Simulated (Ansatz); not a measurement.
`[NH]=[W](=[NH])([NH2])[F]`. Total charge 0; spin multiplicity 1. W: def2 effective core potential.

```xyz
9

N     1.4900   -0.1474    0.9288
W     0.1593    0.4932   -0.0080
N     0.3070    0.1919   -1.7244
N    -1.4328   -0.4513    0.5811
F     0.0337    2.3484    0.2853
H     2.3673   -0.6146    1.0922
H     0.7338   -0.1461   -2.5719
H    -2.1661   -0.7404   -0.0473
H    -1.4921   -0.9337    1.4641
```

Q: List the harmonic frequencies (cm⁻¹, unscaled) at PBE0-D4/def2-TZVP in Ansatz. (Estimate.)

A: The calculation gave: 195, 227, 236, 240, 281, 374, 444, 489, 588, 626, 661, 687, 714, 720, 992, 1039, 1552, 3591, 3663, 3666, 3692.

Q: Is this a minimum?

A: Yes, all 21 modes are real.

Q: Give the ideal-gas thermochemistry at 298.15 K and 1 bar (rigid rotor, harmonic oscillator; point group Cs, symmetry number 1).

A: Zero-point energy 147.6 kJ/mol; H(298) − E = 168.6 kJ/mol; entropy 348.2 J/(mol·K), of which translation 177.7, rotation 111.5, vibration 59.1; G(298) − E = 64.8 kJ/mol.
